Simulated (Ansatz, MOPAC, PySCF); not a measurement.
Torsion H3–Se1–Te2–H4 in H2SeTe (SMILES [SeH][TeH]); at each angle all else is relaxed with GFN2-xTB, and the levels are single points there.
Geometry at 90° (charge 0, multiplicity 1):
| atom | x (Å) | y (Å) | z (Å) |
|---|---|---|---|
| Se | -1.2119 | 0.6663 | 0.3642 |
| Te | 1.1681 | 0.6353 | -0.3345 |
| H | -1.6914 | -0.4793 | -0.3809 |
| H | 0.8897 | 1.6123 | -1.6292 |

On the grid 0° to 330°, 0° is the highest and 90° the lowest point at CCSD(T)/CBS(def2-TZVPP, def2-QZVPP).

Frozen-core correlation. Filled d and f shells under p-block atoms count as core. CBS(a, b) extrapolates the correlation energy as X⁻³ and adds the Hartree–Fock energy of set b. Rows in 3-21G, LANL2DZ, STO-3G carry no dispersion term and start afresh at each structure; the Pople sets are all-electron and without relativity. LANL2DZ brings its own core potentials from Na on. The state reached by AM1, PM3, PM6, PM7 isn't checked; PM7 holds dispersion and hydrogen-bond terms.

Codes used: Ansatz (Gaussian orbitals); MOPAC for AM1, PM3, PM6, PM7 (differences of heats of formation); PySCF for 3-21G rows, LANL2DZ rows, STO-3G rows, the dispersion terms. Each number belongs to the level named beside it. In def2 rows elements past Kr take small-core potentials, without spin–orbit coupling.

Other levels give for the energy at 0° less that at 90°: PBE/def2-TZVPP 6.28; B3LYP/def2-TZVPP 5.94; B3LYP-D3(BJ)/def2-TZVPP 5.91; wB97M-V/def2-TZVPP 6.17; CCSD(T)/CBS(def2-TZVPP, def2-QZVPP) 6.02 kcal/mol.

Common cheap choices:

```
level          energy at 0° less that at 90° (kcal/mol)
-------------  ----------------------------------------
AM1                                                1.01
PM3                                                0.51
PM6                                               -1.66
PM7                                                0.41
HF/STO-3G                                          4.87
HF/3-21G                                           4.49
B3LYP/3-21G                                        5.27
B3LYP/LANL2DZ                                      5.02
```

Ansatz is a first-principles code.
